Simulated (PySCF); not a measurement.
Compound: PPAsSb tetrahedron, AsP2Sb.
Bonds: P1–P2, P1–As3, P1–Sb4, P2–As3, P2–Sb4, As3–Sb4.

Theory: PBE0-D3(BJ)/def2-SVP geometry optimisation, gas phase, def2 core potentials past Kr in PySCF.

Entries marked ? are missing. Bonds in one row agree within 0.01 Å.

```
    coordinate    value
         P1–P2        ?
P1–As3, P2–As3  2.331 Å
P1–Sb4, P2–Sb4        ?
       As3–Sb4        ?
     P2–P1–As3    61.5°
     P2–P1–Sb4    63.9°
    As3–P1–Sb4        ?
     P1–As3–P2        ?
    P1–As3–Sb4    61.3°
     P1–Sb4–P2    52.1°
    P1–Sb4–As3        ?
```

Question: Estimate the withheld lengths and angles.

Answer: 
- P1–P2 = 2.224 Å (both ends phosphorus bonded to As, P and Sb); 0.08 Å above the sum of covalent radii, 2.14 Å.
- P1–Sb4, P2–Sb4 = 2.531 Å (ends: phosphorus bonded to As, P and Sb; antimony bonded to As and 2 P); 0.07 Å above the sum of covalent radii, 2.46 Å.
- As3–Sb4 = 2.613 Å (ends: arsenic bonded to 2 P and Sb; antimony bonded to As and 2 P); 0.03 Å above the sum of covalent radii, 2.58 Å.
- As3–P1–Sb4 = 64.9°, at the phosphorus bonded to As, P and Sb; the outer atoms are 2.613 Å apart.
- P1–As3–P2 = 57.0°, at the arsenic bonded to 2 P and Sb; the outer atoms are 2.224 Å apart.
- P1–Sb4–As3 = 53.9°, at the antimony bonded to As and 2 P; the outer atoms are 2.331 Å apart.

Radii are Cordero's.

No frequency check. One conformer, not necessarily the lowest (As3–P1–P2–As3 0°, P2–P1–As3–P2 0°, P2–P1–Sb4–P2 0°, P1–P2–As3–P1 0°, P1–P2–Sb4–P1 0°).
